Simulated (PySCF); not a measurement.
Bi(Cl)3 anion (BiCl3), SMILES [Cl][Bi]([Cl])[Cl] (connectivity only; charge and spin as stated), charge -1, multiplicity 2.

The structure is a stationary point at B3LYP-D3(BJ)/def2-SVPD. The spin state was assumed, not searched. The isomer is the one that the SMILES or the coordinates give; other isomers of the formula were not compared. The def2 effective core potentials stand for the cores of Bi; spin–orbit coupling is left out.

Calculation: B3LYP-D3(BJ)/def2-SVPD (PySCF 2.14.0).

Frequencies are harmonic and unscaled.

Modes within 1.5 cm⁻¹ of each other (mostly degenerate sets) share a row, with their intensities summed.

Computed harmonic wavenumbers and intensities:
```csv
mode,ν (cm⁻¹),IR (km/mol),moving atoms (share of kinetic energy)
1–2,36,0.1,"Cl 90 %, Bi 10 %"
3,50,13.6,"Cl 66 %, Bi 34 %"
4–5,222,279.9,"Cl 76 %, Bi 24 %"
6,248,0.0,Cl 100 %
```
